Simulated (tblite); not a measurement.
C4H9ClSSi.
SMILES with atom numbers: `[Cl:1][SiH:2]1[CH2:3][CH2:4][S:5][CH2:6][CH2:7]1` (hydrogens: H8 on Si2; H9, H10 on C3; H11, H12 on C4; H13, H14 on C6; H15, H16 on C7)

Structure used (GFN2-xTB), in Å, numbered top down from 1:
```xyz
16
C4H9ClSSi angstrom
Cl     0.1445   -0.1496    2.7598
Si    -0.0737   -1.0863    0.9760
C     -1.5902   -0.3458    0.0871
C     -1.3067    1.0486   -0.4550
S      0.0217    1.0524   -1.7020
C      1.4533    0.7145   -0.6266
C      1.4605   -0.7123   -0.0943
H     -0.2335   -2.5227    1.1899
H     -1.8869   -0.9864   -0.7438
H     -2.4457   -0.2876    0.7631
H     -2.1755    1.4564   -0.9722
H     -1.0146    1.7371    0.3394
H      1.4356    1.4452    0.1836
H      2.3242    0.9056   -1.2544
H      1.5016   -1.3979   -0.9413
H      2.3779   -0.8622    0.4791
```

Computed with GFN2-xTB (tblite): harmonic, unscaled wavenumbers at the GFN2-xTB geometry, gas phase. The method is semi-empirical: single wavenumbers can be off by several per cent or more. Modes of hydrogen on silicon can be 10 to 20 % off. One conformer, not necessarily the lowest.

Harmonic wavenumbers (cm⁻¹): 58.5, 120.3, 147.9, 221.4, 262.0, 295.6, 332.7, 444.8, 471.6, 604.2, 606.0, 651.3, 677.5, 692.3, 704.1, 803.5, 805.2, 867.6, 931.0, 1045.0, 1047.2, 1074.8, 1104.8, 1145.3, 1162.1, 1257.2, 1269.0, 1286.8, 1291.6, 1446.0, 1452.9, 1462.2, 1464.4, 2270.4, 2962.2, 2963.3, 2966.3, 2967.9, 2988.8, 2989.9, 2995.6, 2997.1.

A = 2489, B = 1027, C = 904.8 MHz; mass 151.988 u (most abundant isotopes); point group Cs, symmetry number 1.

Task: Zero-point energy?

Result: Half the sum of the wavenumbers: 26654 cm⁻¹ = 318.85 kJ/mol.

Task: Entropy at 298.15 K, 1 bar (ideal gas, RRHO, classical rotation)?

Result: Translation 171.51, rotation 122.68, vibration 90.32: S = 384.5 J/(mol K).

Task: And Cp and H(298.15 K) − H(0)?

Result: Cp = 141.39 J/(mol K), of which vibrations give 108.13 (their classical limit is 42 R = 349.2); H(298.15 K) − H(0) = 25.06 kJ/mol without the zero-point energy, 15.14 from vibrations.

Task: What must be added to the electronic energy to get the Gibbs energy at 298.15 K and 1 bar?

Result: ZPE + [H(298.15 K) − H(0)] − T·S = 318.85 + 25.06 − 114.64 = 229.27 kJ/mol.

Task: How do the functions run with temperature in this model?

Result: 
```csv
T (K),S (J/(mol K)),Cp (J/(mol K)),H − H(0) (kJ/mol),G − H(0) (kJ/mol),ln q(vib)
150,309.6,83.6,8.42,-38.02,1.85
250,361.3,122.5,18.70,-71.63,3.78
400,431.3,178.0,41.37,-131.15,6.88
600,514.4,231.5,82.70,-225.92,11.11
900,618.5,281.2,160.25,-396.40,17.17
```

q(vib) and H(0) count from the zero-point level.

Hindered rotation and anharmonicity are outside this model. Other conformers, if any are populated, would add a mixing term that is left out.

On an Arm Neoverse N1 with one thread, shared host with 64 logical CPUs at a one-minute load of 62, this took 1.1 s. The figure is for the frequency step alone.
